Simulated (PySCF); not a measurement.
**How the method moves the HOMO and LUMO of `CO[SiH2]NC=O`**

C2H7NO2Si.
SMILES with atom numbers: `[CH3:1][O:2][SiH2:3][NH:4][CH:5]=[O:6]` (hydrogens: H7, H8, H9 on C1; H10, H11 on Si3; H12 on N4; H13 on C5)

Geometry (PBE0-D3(BJ)/def2-SVP, Å), atoms numbered from 1 in this order:
```xyz
13
C2H7NO2Si angstrom
C     -2.4074   -0.1116    1.9145
O     -1.4693    0.2537    0.9428
Si    -0.0534   -0.5635    0.6435
N      0.6052    0.3949   -0.6848
C      1.7990    0.0106   -1.2005
O      2.4024   -0.9517   -0.7753
H     -2.8072   -1.1291    1.7460
H     -1.9843   -0.0755    2.9356
H     -3.2521    0.5925    1.8741
H      0.8419   -0.5355    1.8331
H     -0.3276   -1.9651    0.2202
H      0.1293    1.2057   -1.0659
H      2.1795    0.6413   -2.0384
```

Basis pcSseg-1 throughout (PySCF), one geometry. Isolated species at its PBE0-D3(BJ)/def2-SVP geometry (one conformer only).

Question: How do the orbital energies, the gap and the dipole change with the method?

Answer: 
```json
{"method": "BLYP", "kind": "GGA", "HOMO (eV)": "-6.01", "LUMO (eV)": "-0.70", "gap (eV)": "5.32", "μ (D)": "3.23", "SCF cycles": "16"}
{"method": "OPBE", "kind": "GGA", "HOMO (eV)": "-6.09", "LUMO (eV)": "-0.72", "gap (eV)": "5.37", "μ (D)": "3.18", "SCF cycles": "16"}
{"method": "PBE", "kind": "GGA", "HOMO (eV)": "-6.13", "LUMO (eV)": "-0.83", "gap (eV)": "5.30", "μ (D)": "3.23", "SCF cycles": "15"}
{"method": "B97-D", "kind": "GGA", "HOMO (eV)": "-6.16", "LUMO (eV)": "-0.74", "gap (eV)": "5.42", "μ (D)": "3.25", "SCF cycles": "15"}
{"method": "BP86", "kind": "GGA", "HOMO (eV)": "-6.25", "LUMO (eV)": "-0.93", "gap (eV)": "5.33", "μ (D)": "3.27", "SCF cycles": "15"}
{"method": "LDA", "kind": "LDA", "HOMO (eV)": "-6.29", "LUMO (eV)": "-1.09", "gap (eV)": "5.20", "μ (D)": "3.31", "SCF cycles": "16"}
{"method": "KT3", "kind": "GGA", "HOMO (eV)": "-6.30", "LUMO (eV)": "-0.76", "gap (eV)": "5.54", "μ (D)": "3.13", "SCF cycles": "16"}
{"method": "KT2", "kind": "GGA", "HOMO (eV)": "-6.33", "LUMO (eV)": "-0.79", "gap (eV)": "5.55", "μ (D)": "3.18", "SCF cycles": "16"}
{"method": "B3LYP", "kind": "global hybrid", "HOMO (eV)": "-7.50", "LUMO (eV)": "0.03", "gap (eV)": "7.52", "μ (D)": "3.30", "SCF cycles": "15"}
{"method": "HF", "kind": "Hartree–Fock", "HOMO (eV)": "-11.32", "LUMO (eV)": "4.02", "gap (eV)": "15.34", "μ (D)": "3.49", "SCF cycles": "12"}
```

The HOMO spans 5.31 eV, from BLYP down to HF, and the gap runs from 5.20 eV (LDA) to 15.34 eV (HF). Over the methods BLYP (0 %), OPBE (0 %), PBE (0 %), B97-D (0 %), BP86 (0 %), LDA (0 %), KT3 (0 %), KT2 (0 %), B3LYP (20 %), HF (100 %), a straight line through the gap against the share of exact exchange rises by 1.00 eV for each 10 % (correlation coefficient 0.999). The dipole ranges from 3.13 D (KT3) to 3.49 D (HF). This basis has no diffuse functions.
